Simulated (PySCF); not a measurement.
# Computed structure and properties of [Ce(NH3)3]3+

System: [Ce(NH3)3]3+ (singlet in the valence; each metal's 4f electrons, 1 of them, lie in its core potential, out of spins and levels); start: displaced along the imaginary mode (C3). Method: PySCF 2.14.0, RKS r2SCAN, Ce lcecp-1-SVP with ECP47, N def2-SVP, H def2-SVP; non-relativistic Hamiltonian with scalar-relativistic core potentials where named; density fitting; no spin-orbit coupling.

Input of the relaxation:

```python
mol = gto.M(atom='''
Ce    -0.00000     0.00000    -0.00401
N      2.55250     0.00110     0.01095
H      3.00099    -0.67490     0.70000
H      3.00560    -0.26034    -0.91643
H      3.00392     0.93447     0.25000
N     -1.27720     2.20998     0.01095
H     -0.91602     2.93638     0.70000
H     -1.27734     2.73310    -0.91643
H     -2.31124     2.13424     0.25000
N     -1.27530    -2.21108     0.01095
H     -2.08497    -2.26149     0.70000
H     -1.72826    -2.47276    -0.91643
H     -0.69268    -3.06871     0.25000''',
    basis={'Ce': 'lcecp-1-SVP', 'N': 'def2-SVP', 'H': 'def2-SVP'},
    ecp={'Ce': 'lcecp-1-SVP'},
    charge=3, spin=0)
mf = dft.RKS(mol, xc='R2SCAN')
mf.grids.atom_grid = (50, 194)  # f atoms: unpruned, at least (60, 302)
mf = mf.density_fit()  # fitting sets: Ce AutoAux, N def2-universal-JKFIT, H def2-universal-JKFIT
mf.conv_tol = 1e-08; mf.max_cycle = 55
mf.kernel(dm0)  # dm0: converged density of the start geometry
# quasi-Newton relaxation in Cartesian coordinates to a largest gradient under 0.00045 Eh/bohr, steps kept in the point group
```

Run from Python with OMP_NUM_THREADS=2; the lines above give its settings. Where DIIS fails, smearing, a level shift and second-order steps follow.
It took 34 s on 2 threads of Arm Neoverse V1, on a shared host, from the converged density of the start.

Course of the relaxation:

```json
{"step": "0", "energy above end (eV)": "0.1357", "largest force component within the symmetry (eV/Å)": "0.980"}
{"step": "1", "energy above end (eV)": "0.0003", "largest force component within the symmetry (eV/Å)": "0.029"}
{"step": "2", "energy above end (eV)": "0.0001", "largest force component within the symmetry (eV/Å)": "0.011"}
{"step": "3", "energy above end (eV)": "0.0000", "largest force component within the symmetry (eV/Å)": "0.005"}
```

Relaxed geometry (C3):

```xyz
13

Ce    0.0000    0.0000   -0.0101
N     2.5537    0.0008    0.0105
H     3.0007   -0.6539    0.6794
H     3.0092   -0.2523   -0.8869
H     3.0039    0.9054    0.2435
N    -1.2776    2.2111    0.0105
H    -0.9340    2.9256    0.6794
H    -1.2861    2.7322   -0.8869
H    -2.2861    2.1488    0.2435
N    -1.2761   -2.2120    0.0105
H    -2.0666   -2.2717    0.6794
H    -1.7231   -2.4799   -0.8869
H    -0.7178   -3.0542    0.2435
```

| contact | Å |
| --- | --- |
| Ce1–N2 (NH3) | 2.554 |
| Ce1–N6 (NH3) | 2.554 |
| Ce1–N10 (NH3) | 2.554 |

On the finer grid (75, 302):

```
HOMO                                                          : -22.54 eV
LUMO                                                          : -16.59 eV
Dipole about the centre of mass                               : 0.03 D
Set of Mulliken populations of Ce1 outside the core potential : s 2.15, p 6.10, d 0.79, f 0.03
D3(BJ) dispersion energy (not in the energies)                : -0.060 eV
```

| atom | Mulliken (e) | Löwdin (e) | spin (e) |
| --- | --- | --- | --- |
| Ce1 | 1.94 | 1.67 | 0.00 |
| N2 | -0.40 | -0.04 | 0.00 |
| H3 | 0.25 | 0.16 | 0.00 |
| H4 | 0.25 | 0.16 | 0.00 |
| H5 | 0.25 | 0.16 | 0.00 |
| N6 | -0.40 | -0.04 | 0.00 |
| H7 | 0.25 | 0.16 | 0.00 |
| H8 | 0.25 | 0.16 | 0.00 |
| H9 | 0.25 | 0.16 | 0.00 |
| N10 | -0.40 | -0.04 | 0.00 |
| H11 | 0.25 | 0.16 | 0.00 |
| H12 | 0.25 | 0.16 | 0.00 |
| H13 | 0.25 | 0.16 | 0.00 |

The 4f levels lie in the core potential and are missing. Their spin isn't counted.

No frequency check is given for this geometry.

Taking off one NH3 (charge 0, singlet; the rest: singlet) in vacuum, both parts rigid, costs 3.62 eV; the small basis without counterpoise inflates it. Parting with an electron moved from the ligand to the metal can be far cheaper, even downhill.

Rigid scan of NH3 along the line from its metal:

```
distance to N2 (Å)  energy (eV)
              2.25        0.408
              2.35        0.156
              2.45        0.033
              2.55        0.000
              2.65        0.032
              2.75        0.106
              2.95        0.331
```

One start shape was tried, so this needn't be the lowest isomer.

An lcecp potential fixes the number of 4f electrons, so in runs with it no electron can move into or out of that shell.
